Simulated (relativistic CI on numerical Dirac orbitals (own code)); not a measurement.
# Slater and spin-orbit integrals, Pb⁵⁴⁺

Method of calculation: Dirac-Coulomb-Breit CI, orbitals from a KLI potential per configuration, QED by a radiative potential, unscaled Slater integrals (own radial code, finite nucleus).

Slater integrals F^k, G^k are unscaled and averaged over j, outside the closed core [Ne]; ζ comes from projecting the Hamiltonian with its Breit term on Σ l·s of the shell.

- 3s2.3p6.3d9.4s: ζ(3d) = 351410, G^2(3d,4s) = 71097 cm⁻¹; <r>(3d) = 0.1537, <r^2>(3d) = 0.02745, <r>(4s) = 0.3335, <r^2>(4s) = 0.1254 (bohr units).
- 3s2.3p6.3d9.4p: ζ(3d) = 351450, F^2(3d,4p) = 216520, G^1(3d,4p) = 69413, G^3(3d,4p) = 70767, ζ(4p) = 958880 cm⁻¹; <r>(3d) = 0.1537, <r^2>(3d) = 0.02745, <r>(4p) = 0.3417, <r^2>(4p) = 0.1325 (bohr units).
- 3s2.3p6.3d9.4d: ζ(3d) = 351320, F^2(3d,4d) = 232740, F^4(3d,4d) = 119490, G^0(3d,4d) = 72543, G^2(3d,4d) = 94310, G^4(3d,4d) = 75039, ζ(4d) = 121930 cm⁻¹; <r>(3d) = 0.1538, <r^2>(3d) = 0.02747, <r>(4d) = 0.3359, <r^2>(4d) = 0.1292 (bohr units).

Averages of the first 10 configurations, taken without configuration mixing, which lowers the lowest level and can move excited configurations by several eV; other configurations of the list can lie among them:

```tsv
Configuration	Parity	States	Average energy above the lowest level (eV)
3s2.3p6.3d10	even	1	0.2
3s2.3p6.3d9.4s	even	20	2088.6
3s2.3p6.3d9.4p	odd	60	2324.4
3s2.3p6.3d9.4d	even	100	2580.6
3s2.3p5.3d10.4s	odd	12	2770.7
3s2.3p6.3d9.4f	odd	140	2784.4
3s2.3p5.3d10.4p	even	36	3006.9
3s2.3p6.3d8.4s2	even	45	4220.3
3s2.3p5.3d10.4d	odd	60	3262.2
3s2.3p6.3d8.4s.4p	odd	540	4448.6
```
